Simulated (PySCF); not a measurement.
TaO2, SMILES [O]=[Ta]=[O] (connectivity only; charge and spin as stated), neutral, multiplicity 2. Atoms are numbered in the order given.

```xyz
3

Ta     0.0000     0.0000     0.1912
O      0.0000     1.3750    -0.8722
O      0.0000    -1.3750    -0.8722
```
Charge 0, spin multiplicity 2.

Geometry: PBE-D3(BJ)/def2-TZVP. The spin state was assumed, not searched. The def2 effective core potentials stand for the cores of Ta; spin–orbit coupling is left out.

These are B3LYP/def2-TZVPD run with PySCF values and carry that method's errors.

Mulliken values depend strongly on the basis, most of all with diffuse functions as here. ESP charges are fitted to the potential on shells at 1.4 to 2.0 van der Waals radii. Atomic charges (e):

```tsv
atom	Mulliken	ESP fit	Mulliken spin
Ta1	1.07	1.09	1.16
O2	-0.53	-0.54	-0.08
O3	-0.53	-0.54	-0.08
```
